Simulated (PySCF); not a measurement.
Converging CsF in the basis (CCSD(T))

PySCF, RHF reference; singlet, unpaired electrons none; De to Cs + F without counterpoise correction. Frozen cores follow the default of each basis and core potential.

| basis | relativity | functions | Re (Å) | ωe (cm⁻¹) | De (eV) | frozen orbitals |
| --- | --- | --- | --- | --- | --- | --- |
| def2-SVP | scalar-relativistic core potentials | 38 | 2.425 | 367 | 4.18 | 1 |
| def2-SVPD | scalar-relativistic core potentials | 50 | 2.487 | 321 | 4.94 | 1 |
| def2-TZVP | scalar-relativistic core potentials | 60 | 2.421 | 344 | 4.72 | 1 |
| def2-TZVPP | scalar-relativistic core potentials | 67 | 2.381 | 348 | 4.81 | 1 |

(1) How does each smaller set differ from the one with most functions, def2-TZVPP?

Measured (Huber and Herzberg, Constants of Diatomic Molecules (1979)): Re = 2.345351 Å, ωe = 352.56 cm⁻¹. Correlated steps freeze 1 core orbital. Correlated levels converge slowly with the basis: in double zeta they bind strong bonds too weakly, by up to about 1 eV, and carry superposition errors of some tenths. Spin–orbit coupling is left out, which matters for elements this heavy, above all for dissociation energies. Where the molecule has an RHF reference, its open-shell atoms are computed with UHF.

## Answers

(1) def2-SVP: +4.4 pm, +5.5 % in ωe, -0.63 eV in De; def2-SVPD: +10.6 pm, -7.8 % in ωe, +0.13 eV in De; def2-TZVP: +4.0 pm, -1.1 % in ωe, -0.09 eV in De. All at CCSD(T); the set with most functions is neither the basis-set limit nor always the best.
